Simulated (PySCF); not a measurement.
Two-dimensional NMR puzzle

Compound of formula C9H13P. Correlations simulated from computed shifts and the bond graph:

HSQC (one-bond C–H):
| δH | δC |
| --- | --- |
| 6.91 | 140.9 |
| 5.76 | 124.5 |
| 5.38 | 124.5 |
| 2.22 | 17.1 |
| 2.22 | 17.6 |
| 2.19 | 17.0 |

COSY cross peaks (H two or three bonds apart, from the bond graph; peaks can be absent where the dihedral angle is near 90°):
| δH | δH |
| --- | --- |
| 6.91 | 5.76 |
| 6.91 | 5.38 |
| 5.76 | 5.38 |

HMBC (two and three bonds, from the bond graph):
| δH | δC |
| --- | --- |
| 6.91 | 155.7, 152.6, 147.5, 124.5 |
| 5.76 | 155.7, 140.9 |
| 5.38 | 155.7, 140.9 |
| 4.93 | 155.7, 152.6, 147.5, 142.1, 17.1, 17.0 |
| 2.22 | 155.7, 147.5 |
| 2.22 | 155.7, 152.6, 142.1 |
| 2.19 | 152.6, 142.1 |

Carbons without hydrogens: δ 155.7, 152.6, 147.5, 142.1.

- shielding tensors at PBE0/pcSseg-1 (GIAO)
- coordinates at the GFN2-xTB level
- run in PySCF
- a single conformation, no relativistic terms, no solvent, equivalent nuclei averaged

Chemical shifts δ = σref − σ; ¹H and ¹³C against TMS, all at this level.

Exchangeable hydrogens are left out of these lists.

Q: Work out the connectivity.

A: SMILES C=Cc1c(C)[pH]c(C)c1C.

Atoms are numbered as in `[CH2:1]=[CH:2][c:3]1[c:4]([CH3:5])[pH:6][c:7]([CH3:8])[c:9]1[CH3:10]`; H(Xn) means a hydrogen on atom n. Ha(C1) is cis to C3; Hb(C1) is trans to C3.

1. δC 155.7 is C3, a unsaturated ring carbon.
2. δC 152.6 is C9, a unsaturated ring carbon.
3. δC 147.5 is C4, a unsaturated ring carbon.
4. δC 142.1 is C7, a unsaturated ring carbon.
5. δC 140.9 is C2, an alkene CH (δH 6.91).
6. δC 124.5 is C1, a terminal =CH2 carbon (δH 5.38, 5.76).
7. δC 17.6 is C10, a methyl carbon on an unsaturated ring (δH 2.22).
8. δC 17.1 is C5, a methyl carbon on an unsaturated ring (δH 2.22).
9. δC 17.0 is C8, a methyl carbon on an unsaturated ring (δH 2.19).
10. HMBC from δH 6.91 reaches the proton-free carbons C3, C9, C4.
11. HMBC from δH 5.76 reaches the proton-free carbon C3.
12. HMBC from δH 5.38 reaches the proton-free carbon C3.
13. HMBC from δH 4.93 reaches the proton-free carbons C3, C9, C4, C7.
14. COSY links 6.91–5.76, 6.91–5.38, 5.76–5.38.

The data come from this structure; uniqueness wasn't tested.

Shifts are as computed. Against solution values, carbons near 30 ppm lie about +3 ppm off and those near 130 ppm about +5 ppm. Of 1211 compounds with measured shifts, 218 miss one by over three times the rms of a fit or turn the order of signals round; such compounds aren't used in these exercises.
